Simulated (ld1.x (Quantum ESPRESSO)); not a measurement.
**What the settings do to the TM potential of Tc**

Base potential:

| Item | Value |
| --- | --- |
| Element | technetium (Tc) |
| Generator | ld1.x (Quantum ESPRESSO) 7.5 |
| Type | norm-conserving Troullier–Martins (Kleinman–Bylander form) |
| Functional | PBE |
| Relativity | fully relativistic |
| Frozen core | [Ar] 3d10 4s2 |
| Valence charge | 13 |
| Reference configuration | 4p6 4d5 5s1.75 5p0.25 |
| Partial waves | 5s (bound): rc 2.75 bohr; 4p (bound): rc 1.50 bohr; 4d (bound): rc 1.95 bohr |
| Local potential | all-electron potential smoothed inside 1.85 bohr (lloc = -1) |
| Core correction | a·sin(br)/r model core, default radius (core density twice the valence density) |

Open shells are filled in proportion to 2j + 1 (rel_dist='average').

Occupied shells without a wave of their own: 5p. They enter only through the test configuration that unscreens the potential, and ld1.x also counts them in the model core charge.

Cutoffs, loose and tight: the cutoffs (Ry, on a coarse ladder) from which the occupation-weighted sum of valence levels, in a spherical-Bessel basis at the reference potential, stays within 10 and 1 mRy of its value at 400 Ry. They do not see the model core or the augmentation charge, which bear on the density cutoff. Test errors are all-electron minus pseudo excitation energies from the reference, over the configurations 4p6 4d5 5s2 5p0; 4p6 4d5 5s1 5p0; 4p6 4d5 5s0 5p0; 4p6 4d5 5s1 5p1; 4p6 4d3 5s0 5p0; 4p5 4d5 5s2 5p0; 4p6 4d5.5 5s1.5 5p0. A dash means not determined; rows that change the core or the reference have their own tests. The largest error is taken over the tests solved by every variant that gives reliable tests at all: 4p5 4d5 5s2 5p0; 4p6 4d3 5s0 5p0; 4p6 4d5 5s0 5p0; 4p6 4d5 5s1 5p1; 4p6 4d5 5s2 5p0; 4p6 4d5.5 5s1.5 5p0.

With those shells counted twice in exchange and correlation these files are broken, and their errors move erratically; no question is asked of them.

A true bound ghost makes a file unfit for plane-wave use even where its test errors are small: the radial tests pick states by their node count and pass the ghost by.

The default core radius of the base comes out at 0.72 bohr.

```tsv
change	outcome	cutoff, loose	cutoff, tight	bound ghosts	largest test error (meV)
base	generated	55 Ry	90 Ry	s	-179
core [Kr], valence charge 7; reference 4d5 5s2 5p0; waves now 5p (bound): rc 2.55 bohr; 4d (bound): rc 1.50 bohr; 5s (bound): rc 2.20 bohr; local potential the s channel; core correction none	failed: run_pseudo: Errors in PS-KS equation	–	–	–	–
core correction a·sin(br)/r model core inside 1.48 bohr	generated	55 Ry	90 Ry	s	-169
local potential all-electron potential smoothed inside 1.94 bohr (lloc = -1)	generated	55 Ry	90 Ry	s	-172
scalar-relativistic	generated	55 Ry	90 Ry	s	-202
functional PBEsol	generated	55 Ry	90 Ry	s	-203
wave 4d (bound): rc 1.95 bohr becomes 4d (bound): rc 2.98 bohr	generated	55 Ry	90 Ry	s	-361
all radii but the core radius scaled by about 1.31 (s 3.60, p 1.96, d 2.56 bohr); local potential all-electron potential smoothed inside 2.42 bohr (lloc = -1)	generated	35 Ry	55 Ry	s	+1212
wave 4p (bound): rc 1.50 bohr becomes 4p (bound): rc 1.58 bohr	generated	50 Ry	80 Ry	s	-188
wave 5s (bound): rc 2.75 bohr becomes 5s (bound): rc 2.68 bohr	generated	55 Ry	90 Ry	s	-180
reference 4p6 4d5 5s0 5p0	generated	55 Ry	90 Ry	s	+100
type RRKJ; local potential the p channel	failed: compute_phi: phi has nodes before r_c	–	–	–	–
local potential the s channel	generated, misses its reference levels by 0.55 eV	55 Ry	100 Ry	none	-441
```
